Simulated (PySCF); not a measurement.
dibromo(fluoro)methane (CHBr₂F), SMILES FC(Br)Br.

Geometry optimised at PBE0-D3(BJ)/def2-SVP.

The numbers are results of PySCF with PBE/def2-TZVPD, not measurements.

The molecule is in vacuum.

Question: Estimate the frontier levels, gap, dipole moment and polarisability. (The exact figures need the calculation; the answer reports its results.)

Answer: 
```json
{
  "highest_occupied_level": "-7.11 eV",
  "lowest_empty_level": "-2.38 eV",
  "orbital_gap": "4.73 eV",
  "dipole_moment": "1.06 D",
  "quadrupole, principal values (traceless, Buckingham form, about the centre of nuclear charge)": "-3.09, 0.17, 2.92 D·Å",
  "mean_static_polarisability": "61.8 bohr³ (9.15 Å³)",
  "polarisability_principal_values": "49.6, 56.0, 79.6 bohr³"
}
```
